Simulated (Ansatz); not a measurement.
`B[SiH](F)BCl` + H₂Se → `ClB[SeH]` + `B[SiH2]F`  (cleavage of the B–Si bond)

Program: Ansatz. Geometries: PBE0-D4/def2-TZVP. ΔE: electronic, gas phase. CCSD(T)/CBS adds triple-zeta CCSD(T) − MP2 to the extrapolated MP2 energy (def2 sets, frozen cores). Functionals use def2-TZVPP. For Se outer-core shells are correlated without core-valence functions, which leaves a few kJ/mol of doubt a bond. Scalar relativity is left out up to krypton. One conformer a species, not always the lowest.

Task: Is it downhill or uphill in electronic energy at CCSD(T)/CBS, and by how much? (Estimate.)

Result: The calculation gave: Downhill: ΔE = -95.8 kJ/mol.

Task: What do these levels give: r2SCANh-D4, CAM-B3LYP-D4, CCSD(T)/def2-SVP, SCS-MP2/def2-TZVPP, MP2/def2-QZVPP, MP2/CBS(def2)? (Estimate.)

Result: Computed: r2SCANh-D4 -93.7, CAM-B3LYP-D4 -91.1, CCSD(T)/def2-SVP -94.5, SCS-MP2/def2-TZVPP -102.8, MP2/def2-QZVPP -106.2, MP2/CBS(def2) -106.5 kJ/mol.

Largest T1 diagnostic among the species: 0.014.

From BLYP to BHLYP (50 % exact exchange), in def2-TZVPP and without D4, ΔE moves by −4.3 kJ/mol. Leaving LDA and LC-ωPBE aside and taking each functional with its dispersion term where it has one, the values, not all of them listed here, spread over 10.9 kJ/mol, from PBE-QIDH to revPBE-D4.
